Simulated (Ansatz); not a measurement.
One geometry of the cluster Mo₂N₂, several levels of theory.

```yaml
crystal:
  periodic: [false, false, false]
  atoms:
    - {symbol: Mo, position_ang: [0.150079, -0.700351, 0.863144]}
    - {symbol: Mo, position_ang: [-0.150099, 0.700493, -0.863296]}
    - {symbol: N, position_ang: [1.336081, 0.239624, -1.450221]}
    - {symbol: N, position_ang: [-1.336071, -0.239766, 1.450363]}
basis:
  gaussian: {orbitals: def2-TZVP, initial_orbitals: start.molden}
hamiltonian: {xc: pbe}
correlation: {method: rpa}
scf: {omitted_lower_state_checks: [starts]}
```

The file start.molden holds the orbitals of an earlier run on this structure, at another level or in another basis.

```sh
$ ansatz run in.yaml --threads 4 --pin off --events-out ev --progress --plain --max-ram 3916MiB
```

Shortened log:

```
Functional definition: PBE
1114 factors; integrals over basis functions are off by at most 4.1e-4 eV
mean field evaluation 1: about -6690.4193 eV, gradient 7.9e0 eV
mean field evaluation 2: about -6690.5387 eV, gradient 1.5e-1 eV
mean field evaluation 4: about -6690.5331 eV, gradient 4.8e-4 eV
mean field evaluation 8: about -6690.5331 eV, gradient 1.1e-6 eV
mean field -6690.53310040 eV, -245.8725564334 hartree, gradient 1.1e-6 eV, S^2 0.000000; 0 other end points of the search recorded, 0 dependent functions left out; unrestricted orbitals would lower it
mean field evaluation 16: about -6635.0322 eV, gradient 7.4e0 eV
2 core orbitals not correlated: weight in the atoms' cores, before any rotation towards them, 1.000 or more for the frozen orbitals, at most 0.000 for the correlated occupied ones
reference -6630.69152170 eV, -243.6734189785 hartree; 19, 19 occupied and 121, 121 virtual orbitals, 1114 factors
Total energy: -6682.81837943 eV, -245.5890456672 hartree
Checks for a lower state left out: starts
```

Run time 3.2 s (4 threads of Arm Neoverse V2 on a shared host).

As the first input, with `correlation: {method: mp2}`, `output: {orbitals: {seedname: orbitals}}` and without the key `hamiltonian` (abridged; 3 s):

```
Functional definition: HF
mean field -6632.87073662 eV, -243.7535036496 hartree, gradient 5.4e-6 eV, S^2 0.000000; unrestricted orbitals would lower it
mean field evaluation 16: about -6632.9886 eV, gradient 4.5e0 eV
mean field evaluation 32: about -6634.1565 eV, gradient 1.5e0 eV
unrestricted determinant -6634.22705726 eV, -243.8033475135 hartree, S^2 2.6049
2 core orbitals not correlated: weight in the atoms' cores, before any rotation towards them, 1.000 or more for the frozen orbitals, at most 0.000 for the correlated occupied ones
second order -39.82942887 eV of doubles, -0.00000000 eV of singles
Total energy: -6672.70016550 eV, -245.2172081633 hartree
Checks for a lower state left out: starts
```

The first input with `hamiltonian: {xc: pbe, dispersion: d4}`, `output: {orbitals: {seedname: orbitals}}` and without the key `correlation` (abridged; 1.1 s):

```
Functional definition: PBE
mean field -6690.53311534 eV, -245.8725569827 hartree, gradient 1.8e-5 eV, S^2 0.000000
Total energy: -6690.70080630 eV, -245.8787195118 hartree
Checks for a lower state left out: starts
```

As the first input, with `hamiltonian: {xc: r2scan, dispersion: d4}`, `output: {orbitals: {seedname: orbitals}}` and without the key `correlation` (abridged; 2.2 s):

```
Functional definition: r2SCAN
mean field -6691.58804971 eV, -245.9113251055 hartree, gradient 1.3e-5 eV, S^2 0.000000
Total energy: -6691.62121629 eV, -245.9125439549 hartree
Checks for a lower state left out: starts
```

First input, but with `gaussian: {orbitals: def2-TZVPP, initial_orbitals: start.molden}`, `correlation: {method: ccsd_t}`, `output: {orbitals: {seedname: orbitals}}` and without the key `hamiltonian` (abridged; 1.9 min):

```
Functional definition: HF
mean field evaluation 16: about -6611.7086 eV, gradient 4.7e1 eV
mean field evaluation 32: about -6620.1070 eV, gradient 3.5e1 eV
mean field evaluation 64: about -6625.9629 eV, gradient 7.3e-3 eV
mean field evaluation 96: about -6628.5906 eV, gradient 4.4e0 eV
mean field evaluation 128: about -6631.6152 eV, gradient 5.7e-1 eV
mean field evaluation 160: about -6628.2267 eV, gradient 1.4e1 eV
mean field evaluation 192: about -6625.8617 eV, gradient 9.3e0 eV
mean field evaluation 224: about -6631.5819 eV, gradient 1.9e-4 eV
mean field -6633.14429748 eV, -243.7635568259 hartree, gradient 2.8e-6 eV, S^2 0.000000; 1 other end points of the search recorded, 0 dependent functions left out; unrestricted orbitals would lower it
mean field evaluation 256: about -6632.6587 eV, gradient 1.0e-2 eV
mean field evaluation 288: about -6632.6587 eV, gradient 8.0e-3 eV
determinant -6633.14429748 eV, -243.7635568259 hartree, with singles and doubles -6673.38178219 eV, -245.2422571148 hartree
determinant -6632.65872823 eV, -243.7457124849 hartree, with singles and doubles -6673.35964985 eV, -245.2414437664 hartree
determinant -6631.58190872 eV, -243.7061400978 hartree, with singles and doubles -6670.36625144 eV, -245.1314384039 hartree
determinant -6633.14429748 eV, -243.7635568259 hartree, with singles and doubles -6673.54262979 eV, -245.2481681550 hartree
determinant -6632.65872823 eV, -243.7457124849 hartree, with singles and doubles -6673.39349910 eV, -245.2426877033 hartree
mean field evaluation 320: about -6632.6587 eV, gradient 2.2e-4 eV
unrestricted determinant -6636.57909192 eV, -243.8897831930 hartree, S^2 3.8090
2 core orbitals not correlated: weight in the atoms' cores, before any rotation towards them, 1.000 or more for the frozen orbitals, at most 0.000 for the correlated occupied ones
second order -49.20328969 eV of doubles, -0.00000000 eV of singles
cycle   1  -40.73475482 eV  change    1.6e-5 eV  update   4.5e-6
perturbative correction -3.61231398 eV, -0.1327500902 hartree
WARN: the results are in doubt because among natural orbitals full CI differs from the method by -0.120 eV
Total energy: -6677.00579703 eV, -245.3754372036 hartree
In doubt: among natural orbitals full CI differs from the method by -0.120 eV
Checks for a lower state left out: starts
```

First input, but with `gaussian: {orbitals: def2-TZVPD, initial_orbitals: start.molden}`, `hamiltonian: {xc: pbe, dispersion: d4}`, `output: {orbitals: {seedname: orbitals}}` and without the key `correlation` (abridged; 1.2 s):

```
Functional definition: PBE
mean field -6690.56586022 eV, -245.8737603348 hartree, gradient 2.6e-5 eV, S^2 0.000000
Total energy: -6690.73355135 eV, -245.8799228700 hartree
Checks for a lower state left out: starts
```

The first input with `gaussian: {orbitals: STO-3G}`, `hamiltonian: {xc: hf}`, `output: {orbitals: {seedname: orbitals}}` and without the key `correlation` (abridged; 0.85 s):

```
Functional definition: HF
mean field evaluation 16: about -217123.9549 eV, gradient 9.4e-3 eV
mean field -217124.66793516 eV, -7979.1843742313 hartree, gradient 9.4e-6 eV, S^2 0.000000
Total energy: -217124.66793516 eV, -7979.1843742313 hartree
Checks for a lower state left out: starts
```

Geometry: PBE-D4/def2-TZVP.

In the def2 sets Mo takes a core potential, while STO-3G treats all electrons; there is no spin–orbit coupling. Correlated methods freeze 2 core orbitals; core or outer-core shells of Mo are correlated, in sets that lack core-valence functions. At RPA@PBE/def2-TZVP, MP2/def2-TZVP, r2SCAN-D4/def2-TZVP the restricted singlet (for correlated methods, its reference) is unstable: a solution with broken spin symmetry lies lower. At CCSD(T)/def2-TZVPP the program marks the result for the charge 0 singlet as doubtful (large difference). The restricted singlet is unstable towards broken spin symmetry at other levels; at CCSD(T)/def2-TZVPP, PBE-D4/def2-TZVPD this wasn't settled. At CCSD(T)/def2-TZVPP the stability test found the charge 0 singlet unstable. The restricted singlet is unstable towards broken spin symmetry in Hartree–Fock (as tested in another run); at HF/STO-3G this wasn't settled. The order of the spin states hangs on the level: the quintet lies 0.48 eV below the singlet at PBE0-D4/def2-TZVP, but 0.40 eV above it at RPA@PBE/def2-TZVP. The structure comes from a short search, and lower isomers may exist.
